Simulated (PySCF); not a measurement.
Input file for PySCF: R-B3LYP/3-21G on H5OP (a complex), monomers drawn apart or pushed together.

```python
from pyscf import gto, scf, dft, mp
from pyscf.data.elements import chemcore

mol = gto.M(
    atom='''
    O     0.26315868   -0.07788423   -0.54251780
    H     0.12421123    0.00005789    0.41181916
    H     1.14486876    0.27479035   -0.69841306
    P    -0.40528225    0.12697316    2.67164170
    H     0.23043511   -0.59010189    3.71408218
    H    -0.53276221    1.32227609    3.41999882
    H    -1.70278542   -0.34214176    2.98799170
    ''',
    basis='3-21g',
    charge=0, spin=0, verbose=3, max_memory=1800)
mf = dft.RKS(mol, xc='b3lyp')
mf.conv_tol = 1e-8
mf.max_cycle = 100
mf.kernel()
if not mf.converged:
    mf = mf.newton().run(mf.mo_coeff, mf.mo_occ)
```

**Question.** Predict the final total energy.

**Answer.** -417.3704 hartree.
